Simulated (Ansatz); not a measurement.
A further run on FeO3(NH) (FeNO₃H).

```yaml
crystal:
  periodic: [false, false, false]
  atoms:
    - {symbol: Fe, position_ang: [0.266042, 0.298437, 0.085122]}
    - {symbol: O, position_ang: [0.085162, 0.212817, 1.669030]}
    - {symbol: O, position_ang: [1.778961, 0.506603, -0.320477]}
    - {symbol: O, position_ang: [-0.659041, 1.481966, -0.455492]}
    - {symbol: N, position_ang: [-0.235804, -1.139979, -0.598396]}
    - {symbol: H, position_ang: [-1.235320, -1.359833, -0.379788]}
basis:
  gaussian: {orbitals: def2-SVPD}
hamiltonian: {xc: {name: r2SCAN}, pseudopotentials: {relativity: scalar}}
scf: {omitted_lower_state_checks: [starts]}
output: {forces: true}
```

```sh
$ ansatz run in.yaml --threads 4 --pin off --events-out ev --progress --plain --max-ram 3916MiB
```

Shortened log:

```
Functional definition: r2SCAN
1178 factors; their error is unknown
mean field evaluation 1: about -42159.2690 eV, gradient 2.2e2 eV
mean field evaluation 2: about -41724.6924 eV, gradient 4.4e2 eV
mean field evaluation 4: about -41955.2148 eV, gradient 3.4e2 eV
mean field evaluation 8: about -42217.5652 eV, gradient 4.7e1 eV
mean field evaluation 16: about -42221.6345 eV, gradient 1.9e-1 eV
mean field -42221.58812707 eV, -1551.6147448496 hartree, gradient 2.9e-5 eV, S^2 0.000000; 0 other end points of the search recorded, 0 dependent functions left out
reference -42221.58814829 eV, -1551.6147456293 hartree; 29, 29 occupied and 102, 102 virtual orbitals, 1178 factors
Total energy: -42221.58814829 eV, -1551.6147456293 hartree
Relativity: scalar
Atom 0 at     0.266042     0.298437     0.085122 Å, force     0.107473     0.059227    -0.002269 eV/Å
Atom 1 at     0.085162     0.212817     1.669030 Å, force     0.047325     0.024635    -0.703731 eV/Å
Atom 2 at     1.778961     0.506603    -0.320477 Å, force    -0.767246    -0.142465     0.183699 eV/Å
Atom 3 at    -0.659041     1.481966    -0.455492 Å, force     0.379625    -0.541975     0.245002 eV/Å
Atom 4 at    -0.235804    -1.139979    -0.598396 Å, force    -0.099574     0.498104     0.332369 eV/Å
Atom 5 at    -1.235320    -1.359833    -0.379788 Å, force     0.332397     0.102475    -0.055071 eV/Å
Dipole moment:    -0.313924    -0.309018    -0.074710 e Å
Checks for a lower state left out: starts
```

It took 3.9 s on 4 threads of Arm Neoverse V1 on a shared host.

The restricted singlet is unstable towards broken spin symmetry in Hartree–Fock (as tested in another run); at RKS r2SCAN/def2-SVPD this wasn't settled.
